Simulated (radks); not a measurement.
All-electron atom: Yb56+ in [Ne] 3s2 3p2. All-electron calculation, Dirac Kohn-Sham, PBE, spin-unpolarised, spherical densities, finite nucleus; open shells fill j = l - 1/2 first; Fermi nuclear charge, rms radius 5.3108 fm. Program: a radial shooting solver on a logarithmic mesh with Libxc functionals.

Radial electron density D(r) = 4 pi r^2 rho(r):

| r (bohr) | D(r) (e/bohr) |
|---|---|
| 0.001703 | 13.92 |
| 0.002114 | 19.06 |
| 0.002624 | 25.72 |
| 0.003256 | 34.13 |
| 0.004042 | 44.32 |
| 0.005016 | 56.05 |
| 0.006225 | 68.64 |
| 0.007726 | 80.80 |
| 0.009589 | 90.69 |
| 0.0119 | 96.33 |
| 0.01477 | 96.34 |
| 0.01833 | 91.23 |
| 0.02275 | 84.32 |
| 0.02824 | 81.14 |
| 0.03505 | 86.38 |
| 0.04349 | 99.02 |
| 0.05398 | 109.7 |
| 0.067 | 105.8 |
| 0.08315 | 83.15 |
| 0.1032 | 53.81 |
| 0.1281 | 35.40 |
| 0.159 | 30.77 |
| 0.1973 | 26.82 |
| 0.2448 | 16.21 |
| 0.3039 | 5.770 |
| 0.3771 | 1.084 |
| 0.4681 | 0.09433 |
| 0.5809 | 0.003228 |

D(r) has 2 maxima, at r = 0.0132, 0.0575 bohr, and minima at 0.0278 bohr, inside which lie 2.11 electrons.
